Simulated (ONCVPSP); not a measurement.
Potentials for oxygen compared

Generated with ld1.x 7.5 (TM, RRKJ, ultrasoft, PAW), atompaw 4.2 or ONCVPSP 4.0.1. The cutoff is in Ry: for ld1.x and atompaw files where the sum of valence levels is converged to 10 mRy in a Bessel basis, for ONCV files where the hardest occupied wave has 1 mHa per electron of residual kinetic energy. The error is the largest all-electron minus pseudo excitation energy over each file’s own four to seven test configurations (ionisations up to +4, promotions, holes and added fractions of an electron), all of which were solved. The labels leave out finer settings (local radius, basis sizes, second energies), which also bear on the numbers. Spin-polarised tests are not counted. The rows are a selection from randomly drawn settings: files with unsolved tests, undetermined cutoffs or missed reference levels are left out.

| potential | cutoff (Ry) | largest error (meV) | bound ghosts |
| --- | --- | --- | --- |
| ONCV, PBE, scalar-relativistic, rc 0.90/1.10 (sp), local smoothed, core correction yes, reference 2s2 2p2, qcut 7.1/11.4, projectors 2/2 | 223 | +151 | none |
| ONCV, PBE, scalar-relativistic, rc 0.95/1.80 (sp), local smoothed, core correction no, reference 2s2 2p3.75, qcut 5.5/6, projectors 1/2 | 259 | +493 | none |
| ONCV, PBEsol, scalar-relativistic, rc 0.85/1.40/0.85 (spd), local d, core correction yes, reference 2s2 2p3.5, qcut 9.9/9.9/10.1, projectors 2/2/0 | 81 | +498 | none |
| ONCV, revPBE, scalar-relativistic, rc 0.65/2.00 (sp), local smoothed, core correction yes, reference 2s2 2p2, qcut 9.3/7.5, projectors 2/2 | 85 | +786 | none |
| ONCV, LDA (Perdew-Wang 92), scalar-relativistic, rc 0.70/1.30/1.05 (spd), local smoothed, core correction yes, reference 2s2 2p3.5, qcut 11.5/10.8/7.8, projectors 1/1/2 | 175 | +1113 | none |

Task: Fill in the row for O: ONCV, PBE, scalar-relativistic, rc 0.70/1.05 (sp), local smoothed, core correction yes, reference 2s2 2p4, qcut 12.1/6.8, projectors 2/2.

Result: cutoff 304 Ry, largest error +286 meV, bound ghosts: none.

Task: Fill in the row for O: ONCV, LDA (Perdew-Wang 92), non-relativistic, rc 0.65/1.80 (sp), local smoothed, core correction yes, reference 2s2 2p2.5, qcut 10.4/7.6, projectors 2/1.

Result: cutoff 86 Ry, largest error +3129 meV, bound ghosts: none.

Task: Fill in the row for O: ONCV, PBE, scalar-relativistic, rc 0.70/1.15/0.90 (spd), local smoothed, core correction no, reference 2s2 2p2, qcut 7.7/11.2/9.5, projectors 1/3/1.

Result: cutoff 189 Ry, largest error +86 meV, bound ghosts: none.
